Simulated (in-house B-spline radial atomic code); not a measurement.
## Ionising Yb³⁺ with different functionals

Computed with a B-spline radial code for spherical atoms: scalar-relativistic (spin-free X2C) Hamiltonian, Fermi nucleus of rms radius 5.3108 fm, spin-polarised at highest spin, spherical fractional occupations for the functionals, the average over the highest-spin determinants for Hartree-Fock. The ionisation energy is the difference of two self-consistent energies, [Xe] 4f13 → [Xe] 4f12, without Breit or QED terms; ε is the level of the shell that loses the electron (its least bound occupied spin orbital). There is no spin-orbit coupling in this Hamiltonian.

Hybrids are left out here: with spherical fractional occupations of an open shell their exact exchange keeps a self-interaction that integer-occupation calculations don't have.

```tsv
method	rung	ΔSCF (eV)	-ε(4f) (eV)
Hartree-Fock	Hartree-Fock	40.86	47.48
LDA VWN5	LDA	46.09	35.94
LDA PW92	LDA	46.08	35.94
LDA exchange-only	LDA	44.14	34.08
PBE	GGA	45.69	35.56
PBEsol	GGA	45.75	35.61
BLYP	GGA	45.50	35.39
RPBE	GGA	45.61	35.48
PW91	GGA	45.80	35.66
BP86	GGA	45.81	35.67
AM05	GGA	45.81	35.66
OLYP	GGA	46.16	35.98
TPSS	meta-GGA	45.44	35.32
SCAN	meta-GGA	45.59	35.53
r2SCAN	meta-GGA	45.43	35.32
revTPSS	meta-GGA	45.45	35.33
```

Problem. How do they compare with the NIST value?

Solution. NIST lists 43.61 eV ± 0.04 (semi-empirical, ground level to ground level). Errors run from -2.75 to +2.55 eV. The correlated functionals all miss on the same side by more than they spread, so the cause is common to them (spin-orbit coupling, Breit-QED terms, multiplet and fine-structure energies, or a listed next ion that isn't the cheapest removal here) and closeness doesn't rank the functionals. Hartree-Fock also lacks correlation.
